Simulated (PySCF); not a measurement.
CAuO, neutral, multiplicity 2. Atoms are numbered in the order given.

```xyz
3

Au     0.0093     0.3892     0.0000
O      0.1857    -2.6223     0.0000
C     -0.3695    -1.6286     0.0000
```
Charge 0, spin multiplicity 2.

Coordinates come from a B3LYP-D3(BJ)/def2-TZVP optimisation. The multiplicity is an assumed one; other spin states were not compared. The isomer is the one that the SMILES or the coordinates give; other isomers of the formula were not compared. The def2 effective core potentials stand for the cores of Au; spin–orbit coupling is left out.

All values below come from r2SCAN/def2-TZVPD run with PySCF.

Mulliken values depend strongly on the basis, most of all with diffuse functions as here. ESP charges are fitted to the potential on shells at 1.4 to 2.0 van der Waals radii. Atomic charges (e):

| atom | ESP fit | Mulliken | Mulliken spin |
|---|---|---|---|
| Au1 | ___ | -0.19 | 0.77 |
| O2 | ___ | -0.17 | 0.03 |
| C3 | ___ | 0.36 | 0.20 |

Some entries are withheld; supply them. (The exact figures need the calculation; the answer reports its results.)


- Au1, ESP fit: -0.06
- O2, ESP fit: -0.10
- C3, ESP fit: 0.16
